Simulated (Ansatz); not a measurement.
In13P13H32, a nanocrystal cut from wurtzite InP (hydrogen-capped), relaxed as a singlet with RKS PBE-D4/def2-SVP in Ansatz, starting from the GFN2-xTB geometry. Force threshold 0.03 eV/Å.

In the def2 sets In takes a core potential; there is no spin–orbit coupling. Single mean-field runs in def2-SVP are fitted with def2-universal-jkfit.

Start:

```xyz
58

In    4.2417   -3.0999   -2.1408
P     1.7261   -2.6342   -2.7267
In    0.1160   -4.6123    0.7475
P    -2.3836   -4.4518   -0.2185
In    2.6050   -2.2957    1.8779
P     4.1516   -1.4995   -0.0380
P     0.1656   -2.0662    1.0983
In    0.2341   -1.0097   -1.2532
In   -3.7650   -2.3276   -0.8630
P    -2.1242   -1.0627   -2.4540
In    3.7766    1.0056   -0.5676
P     1.3632    1.3038   -1.3987
In    2.2899    1.5074   -3.7878
In   -2.4814    1.2838   -3.5422
P    -0.2045    1.6835   -4.7626
P     2.4754   -0.4931    3.8462
In   -1.3922   -0.5061    2.4738
P    -3.6136   -0.5533    1.0492
In    1.7380    2.0479    3.5947
P     3.5218    2.4503    1.6647
P    -0.4812    1.9070    2.3428
In   -0.1903    2.8776   -0.0343
In   -4.4503    1.8020    0.2984
P    -2.5051    2.5673   -1.2651
In   -1.8292    3.4930    3.8324
P    -4.0840    3.2651    2.4514
H     4.3857   -4.6848   -1.5268
H     5.2335   -2.3227   -3.2887
H     1.0039   -3.8149   -2.8655
H     1.5737   -2.2220   -4.0465
H     1.3268   -4.9525   -0.4215
H    -0.0808   -5.3785    2.2568
H    -3.1334   -5.5568   -0.6074
H    -2.8884   -4.4669    1.0836
H     2.8755   -3.9133    2.4534
H     5.3893   -1.4686    0.5992
H    -5.3742   -2.5682   -1.4527
H    -1.8505   -1.9404   -3.5051
H     4.8732    1.7142   -1.7148
H     3.0963    0.0256   -4.1105
H     2.9237    3.0749   -4.0085
H    -3.9319    1.4925   -4.4623
H    -0.4943    1.8796   -6.1088
H    -0.2161    3.0507   -4.4786
H     3.3050   -0.7482    4.9359
H     1.3364   -1.0400    4.4441
H    -1.5407   -1.0389    4.1209
H    -4.5824   -0.9339    1.9819
H     1.7542    3.0803    4.9952
H     4.6765    3.1121    2.0767
H     2.9733    3.5689    1.0304
H     0.4259    4.5017    0.0157
H    -6.0432    1.8665   -0.3787
H    -2.8749    3.8777   -1.5835
H    -2.0658    2.7266    5.3342
H    -1.2334    5.0689    3.5957
H    -5.1381    2.9176    3.2859
H    -4.6048    4.5101    2.1253
```

| step | energy (eV) | largest force component (eV/Å) | SCF passes |
| --- | --- | --- | --- |
| 1 | -188457.2710 | 0.956 | 20 |
| 2 | -188457.9403 | 0.393 | 25 |
| 3 | -188458.1301 | 0.230 | 20 |
| 4 | -188458.2485 | 0.202 | 20 |
| 5 | -188458.3178 | 0.121 | 20 |
| 6 | -188458.3575 | 0.071 | 19 |
| 7 | -188458.3623 | 0.103 | 20 |
| 8 | -188458.3694 | 0.080 | 20 |
| 9 | -188458.3716 | 0.101 | 19 |
| 10 | -188458.3741 | 0.018 | 20 |

Force components are those of the run's own axes.

End:

```xyz
58

In    4.5933   -2.9853   -1.8065
P     2.0750   -2.6831   -2.6467
In   -0.3293   -4.6805    0.7584
P    -2.8724   -4.3319    0.0031
In    2.6353   -2.3195    1.9844
P     4.2412   -1.3397    0.2270
P     0.2669   -2.1560    1.0117
In    0.4737   -1.1406   -1.2990
In   -3.7741   -2.1034   -0.9909
P    -1.8563   -1.1609   -2.4520
In    3.8442    1.0845   -0.5423
P     1.4577    1.1879   -1.4767
In    1.9393    1.7070   -3.9853
In   -2.6252    1.1269   -3.3886
P    -0.6035    2.0638   -4.7319
P     2.5412   -0.5011    3.8968
In   -1.2621   -0.6234    2.4166
P    -3.5044   -0.5343    1.0388
In    1.7691    1.9783    3.5157
P     3.5945    2.4659    1.6950
P    -0.4170    1.8028    2.2333
In   -0.0465    2.7867   -0.1182
In   -4.3912    1.7711    0.2857
P    -2.4231    2.5047   -1.2168
In   -1.8055    3.4200    3.7434
P    -4.1234    3.2434    2.4093
H     4.6909   -4.6051   -1.1911
H     5.5637   -2.1773   -2.9974
H     1.4145   -3.9396   -2.8194
H     2.0373   -2.2170   -3.9980
H     0.4300   -5.2636   -0.6999
H    -0.4040   -5.4556    2.3108
H    -3.3476   -5.4004   -0.8245
H    -3.7491   -4.5664    1.1108
H     3.1246   -3.8453    2.6668
H     5.5213   -1.3100    0.8753
H    -5.3310   -2.2038   -1.7562
H    -1.7497   -2.0357   -3.5826
H     5.1188    1.7764   -1.5065
H     2.3594    0.2069   -4.7714
H     2.7079    3.2545   -4.1586
H    -4.1451    1.1275   -4.2307
H    -0.8190    1.7496   -6.1130
H    -0.8986    3.4621   -4.8225
H     3.7613   -0.5022    4.6486
H     1.6954   -1.0321    4.9230
H    -1.5509   -1.1726    4.0478
H    -4.5222   -1.0071    1.9330
H     1.9599    2.9646    4.9356
H     4.8688    2.6132    2.3338
H     3.4238    3.8354    1.3131
H     0.4595    4.4568   -0.1382
H    -5.9682    1.7895   -0.4481
H    -2.8050    3.8182   -1.6502
H    -2.1343    2.6369    5.2621
H    -1.2818    5.0549    3.4597
H    -5.2020    2.8683    3.2734
H    -4.6259    4.5354    2.0502
```

By distances, no bond broke or formed. The bond that changes most is P21–In25, from 2.56 to 2.61 Å (atoms count from 1).

No frequencies were taken in this run, so the end may be a saddle point.

It took 40 s on 11 threads of AMD EPYC 7R13 on a shared host and a whole NVIDIA H100 80GB HBM3, peak host memory 1.4 GiB.
